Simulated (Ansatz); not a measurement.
Computed with Ansatz on PBE0-D4/def2-TZVP structures; ΔE is electronic, products minus reactants. CCSD(T)/CBS is the MP2 limit (def2-TZVPP, def2-QZVPP) plus CCSD(T) − MP2 in def2-TZVPP, frozen cores. This one scheme is used for every species. Double bonds are as drawn, so ΔE can hold a change between cis and trans. Functionals use def2-TZVPP. B3LYP here is the variant with VWN-RPA as its local correlation; programs differ in this. One conformer a species, not always the lowest.

Reaction (substitution at a C–B bond): `C/C=C\BN` + `[AlH2][SH]` → `C/C=C\[S][AlH2]` + `BN`

`C/C=C\BN`:

Cartesian coordinates in Å:
```
C -0.209 1.730 1.071
C -1.033 0.542 0.716
C -0.660 -0.505 -0.031
B 0.719 -0.721 -0.700
N 0.956 -1.876 -1.445
H 0.791 1.683 0.645
H -0.122 1.822 2.159
H -0.695 2.648 0.724
H -2.044 0.555 1.124
H -1.421 -1.276 -0.170
H 1.621 0.065 -0.616
H 0.267 -2.598 -1.578
H 1.831 -2.068 -1.900
```

`[AlH2][SH]`:

```xyz
5

Al   -0.633    0.054   -0.146
S     1.349    0.756    0.435
H    -1.762    1.150   -0.265
H    -0.847   -1.488   -0.416
H     1.892   -0.472    0.393
```

`C/C=C\[S][AlH2]`:

Z-matrix (Å, degrees):
```
C
C 1 1.486
H 1 1.089 2 111.8
H 1 1.096 2 108.5 3 -119.6
H 1 1.092 2 111.6 3 122.8
C 2 1.353 1 127.2 3 9.3
H 2 1.089 1 116.5 3 -177.2
Al 6 2.254 2 92.7 1 -73.8
S 6 1.774 2 125.7 1 -11.6
H 6 1.087 2 117.9 1 172.7
H 8 1.580 6 119.5 2 26.2
H 8 1.581 6 104.3 2 -116.3
```

`BN`:

```xyz
6

B     0.581   -0.112   -0.340
N    -0.598    0.116    0.350
H     1.623   -0.010    0.241
H     0.528   -0.406   -1.499
H    -1.507    0.047   -0.075
H    -0.628    0.365    1.324
```

```
          level  ΔE (eV)
       B3LYP-D4     0.68
  HF/def2-TZVPP     0.91
CCSD/def2-TZVPP     0.70
  HF/def2-QZVPP     0.91
```

Q: What does CCSD(T)/CBS give? (Estimate.)

A: The calculation gave: +0.62 eV. The listed levels differ from it by 0.06, 0.29, 0.08, 0.29 eV.

Largest T1 diagnostic among the species: 0.012.

The D4 term adds −0.11 eV with B3LYP and −0.05 eV with PBE0; it sums over pairs of atoms, weighted by their polarisabilities, and B3LYP, whose exchange is more repulsive, gets the larger term. In def2-TZVPP, CCSD(T) changes the Hartree–Fock value by −0.27 eV (the triples alone add −0.07 eV) and MP2 by −0.37 eV.
